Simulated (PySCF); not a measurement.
Sn(H)2(SiH3)2 (H₈Si₂Sn), SMILES [SiH3][SnH2][SiH3].

Geometry: PBE0-D3(BJ)/def2-SVP. The structure was generated by enumeration; whether it is a known compound was not checked. The def2 effective core potentials stand for the cores of Sn; spin–orbit coupling is left out.

These are PySCF with PBE/def2-TZVP values and carry that method's errors.

Symmetry labels are those of the subgroup Cs that the program uses (full group Cs).

Computed valence orbital energies around the gap with their symmetry:
```json
[
 {"orbital": "HOMO−7", "symmetry": "A'", "energy (eV)": "-11.77"},
 {"orbital": "HOMO−6", "symmetry": "A'", "energy (eV)": "-8.79"},
 {"orbital": "HOMO−5", "symmetry": "A'", "energy (eV)": "-8.71"},
 {"orbital": "HOMO−4", "symmetry": "A\"", "energy (eV)": "-8.56"},
 {"orbital": "HOMO−3", "symmetry": "A\"", "energy (eV)": "-8.55"},
 {"orbital": "HOMO−2", "symmetry": "A'", "energy (eV)": "-7.76"},
 {"orbital": "HOMO−1", "symmetry": "A'", "energy (eV)": "-7.17"},
 {"orbital": "HOMO", "symmetry": "A\"", "energy (eV)": "-6.66"},
 {"orbital": "LUMO", "symmetry": "A'", "energy (eV)": "-1.18"},
 {"orbital": "LUMO+1", "symmetry": "A'", "energy (eV)": "-0.83"},
 {"orbital": "LUMO+2", "symmetry": "A'", "energy (eV)": "-0.78"},
 {"orbital": "LUMO+3", "symmetry": "A\"", "energy (eV)": "-0.71"}
]
```
